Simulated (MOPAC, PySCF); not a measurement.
Molecule: C$_{4}$H$_{2}$ISe, net charge 0, doublet state. SMILES: Ic1c[c][se]c1
Geometry from a B3LYP-D3(BJ)/def2-TZVP (Ansatz) optimisation:
```
C
C 1 1.3541
H 2 1.0768 1 128.18
C 1 1.4432 2 117.01 3 -180.00
C 4 1.3421 1 110.76 2 0.00
H 4 1.0794 5 125.75 1 -180.00
Se 5 1.8577 4 116.13 6 -180.00
I 1 2.1016 2 122.02 3 0.00
```
Charge 0, spin multiplicity 2.

Unscaled harmonic wavenumbers (cm⁻¹) in rising order, each level at the stationary point that it reaches from this structure (no distance between atoms moves by over 0.3 Å); the order of modes can differ between levels, and a negative number is imaginary. B3LYP-D3(BJ)/def2-TZVP (PySCF, at the structure above): 145, 187, 238, 331, 499, 546, 637, 707, 762, 806, 834, 1053, 1176, 1270, 1441, 1540, 3217, 3252.

PM3 (MOPAC): 136, 196, 268, 319, 489, 497, 638, 722, 781, 843, 912, 1005, 1067, 1421, 1538, 1679, 3111, 3171. Zero-point energy 26.9 against 26.6 kcal/mol; where all levels lie over 400 cm⁻¹, the wavenumbers are on average 1.011 times those of B3LYP-D3(BJ)/def2-TZVP.

PM6 (MOPAC): 132, 167, 227, 348, 492, 515, 661, 779, 788, 856, 880, 1082, 1152, 1253, 1592, 1938, 2745, 2771. Zero-point energy 26.3 against 26.6 kcal/mol; where all levels lie over 400 cm⁻¹, the wavenumbers are on average 1.020 times those of B3LYP-D3(BJ)/def2-TZVP.
